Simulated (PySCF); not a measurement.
PySCF 2.14 output of an unrestricted BLYP calculation on a single atom or ion in aug-cc-pVQZ-PP with one added diffuse shell each of s, p, d, f, g type with ECP10MDF (8s7p6d4f3g, 114 functions), with a scalar-relativistic core potential:

```
SCF conv_tol = 1e-09
number electrons alpha = 13  beta = 9
    A. D. Becke.,  Phys. Rev. A 38, 3098 (1988)
    C. Lee, W. Yang, and R. G. Parr.,  Phys. Rev. B 37, 785 (1988)
    B. Miehlich, A. Savin, H. Stoll, and H. Preuss.,  Chem. Phys. Lett. 157, 200 (1989)
cycle= 1 E= -331.325437227159  delta_E= -0.00884  |g|= 0.134  |ddm|= 1.57
cycle= 2 E= -331.325184552468  delta_E= 0.000253  |g|= 0.128  |ddm|= 0.773
cycle= 3 E= -331.327148460696  delta_E= -0.00196  |g|= 0.00355  |ddm|= 0.402
cycle= 4 E= -331.327137091044  delta_E= 1.14e-05  |g|= 0.00102  |ddm|= 0.0455
cycle= 5 E= -331.327134519984  delta_E= 2.57e-06  |g|= 0.000107  |ddm|= 0.014
cycle= 6 E= -331.32713453398  delta_E= -1.4e-08  |g|= 1.64e-05  |ddm|= 0.000767
cycle= 7 E= -331.327134533566  delta_E= 4.15e-10  |g|= 8.2e-06  |ddm|= 0.000372
converged SCF energy = -331.327134533566  <S^2> = 6.0004199  2S+1 = 5.000168
```

The run itself started from symmetry-adapted Hartree-Fock orbitals and held the occupation by maximum overlap, on a logarithmic radial grid, so the iterations belong to that start.

Q: Which element, charge and spin multiplicity is this?

A: As⁺ (arsenic, charge +1), multiplicity 5; the state was [Ar] 3d10 4s1 4p2 4d1, one real determinant (an excited configuration).

⟨L²⟩ = 7.82 against 12 for a pure F term, so this real determinant mixes terms. Energies and moments cover only the electrons outside the core potential. The outer electron is Rydberg-like, and this basis confines it to a smaller radius and binds it less than a complete one would.
